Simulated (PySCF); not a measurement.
## Cl3FGe: core ionisation energies

Species: GeFCl3.
Geometry (PBE0-D3(BJ)/def2-SVP, Å), atoms numbered from 1 in this order:
```xyz
5
Cl3FGe angstrom
Ge    -0.0003   -0.0005    0.0462
F      0.0318   -0.0168    1.7625
Cl     1.9993    0.0106   -0.6426
Cl    -1.0216    1.7512   -0.5620
Cl    -1.0093   -1.7445   -0.6040
```

Method used: delta-SCF UKS SCAN, pcX-2 on the ionised atom, pcseg-1 elsewhere, spin-free X2C (PySCF). These are vertical core ionisation energies against the vacuum level, from separate self-consistent calculations with and without the core hole.

**Question.** What binding energy does each computed site have?

**Answer.** 
```csv
atom(s),bonded to,level,binding energy (eV),2p1/2 (eV),count
F2,Ge,F 1s,692.52,–,1
Cl3/Cl4/Cl5,Ge,Cl 2p3/2,206.93,208.59,3
Cl3/Cl4/Cl5,Ge,Cl 1s,2829.54,–,3
```

**Question.** Which effective nuclear charge Zeff reproduces each element's mean 1s value in the hydrogen-like formula E = 13.606 eV × Zeff²?

**Answer.** F (Z = 9): mean 692.5 eV, Zeff = 7.13, Z − Zeff = 1.87; Cl (Z = 17): mean 2829.5 eV, Zeff = 14.42, Z − Zeff = 2.58. Means run over the listed sites, weighted by atom count.

**Question.** Which photon wavelength matches the Cl 2p3/2 of Cl3/Cl4/Cl5 threshold?

**Answer.** λ = hc/E = 12398.42 eV Å / 206.93 eV = 59.916 Å.

Atoms equivalent by their bonding share one computed value, that of the first of them. For 2p shells one spin-free hole was relaxed; a mean-field spin–orbit operator and the ground-state splitting of the three 2p orbitals were then diagonalised within the shell. The shell's mean is (2 × 2p3/2 + 2p1/2)/3, and the degeneracies 2j + 1 give areas of 2:1. 2p1/2 minus 2p3/2 (ligand field included): Cl 1.65 eV. No level of germanium is listed. Isolated species at its PBE0-D3(BJ)/def2-SVP geometry, gas phase.

Hardware: x86-64 server, one thread, shared host. Cost: 6.4 s wall.
